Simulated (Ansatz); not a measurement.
Geometry optimisation, RKS B3LYP-D4/def2-SVP in Ansatz.

Input:

```yaml
crystal:
  periodic: [false, false, false]
  atoms:
    - { symbol: "N", position_ang: [-0.2149, 1.5886, -0.0581] }
    - { symbol: B, position_ang: [0.0469, 0.1728, -0.3601] }
    - { symbol: C, position_ang: [0.5534, -1.1596, 0.2468] }
    - { symbol: S, position_ang: [-0.572, -1.6079, -0.8629] }
    - { symbol: H, position_ang: [-0.7068, 2.0146, -0.9487] }
    - { symbol: H, position_ang: [-0.9905, 1.6578, 0.6786] }
    - { symbol: H, position_ang: [1.6361, -1.4306, -0.0671] }
    - { symbol: H, position_ang: [0.34, -1.2928, 1.3158] }
basis:
  gaussian: { orbitals: def2-SVP }
hamiltonian:
  xc: b3lyp
  dispersion: d4
relax:
  f_tol: 0.015
  max_steps: 40
```

Run as:

```bash
$ ansatz run input.yaml --threads 1 --pin off --max-ram 2048MiB --backend cpu --events-out ev --progress --plain --runs-dir out
```

Q: Where does it end, and by what steps?

A: The run converged. After 9 steps the energy has fallen by 2.183 eV; H6 moved furthest, 0.90 Å.

| step | energy less start (eV) | largest force component (eV/Å) | accepted |
| --- | --- | --- | --- |
| 0 | 0.0000 | 5.726 | yes |
| 1 | -1.1362 | 2.782 | yes |
| 2 | -1.7634 | 1.936 | yes |
| 3 | -1.9910 | 1.237 | yes |
| 4 | -2.0965 | 1.305 | yes |
| 5 | -2.1613 | 0.465 | yes |
| 6 | -2.1547 | 0.449 | no |
| 7 | -2.1763 | 0.156 | yes |
| 8 | -2.1829 | 0.067 | yes |
| 9 | -2.1831 | 0.005 | yes |

```xyz
8
Properties=species:S:1:pos:R:3
N -0.505 1.406 -0.175
B -0.175 0.063 -0.253
C 0.586 -1.110 0.377
S -0.405 -1.418 -1.218
H -1.098 1.868 -0.854
H -0.173 2.009 0.569
H 1.669 -1.227 0.249
H 0.192 -1.647 1.249
```

Whether the end is a true minimum wasn't checked by a vibrational analysis.

Time of the run: 42 s on 1 thread of Intel(R) Xeon(R) Processor @ 2.70GHz (shared host), peak memory 0.16 GiB.
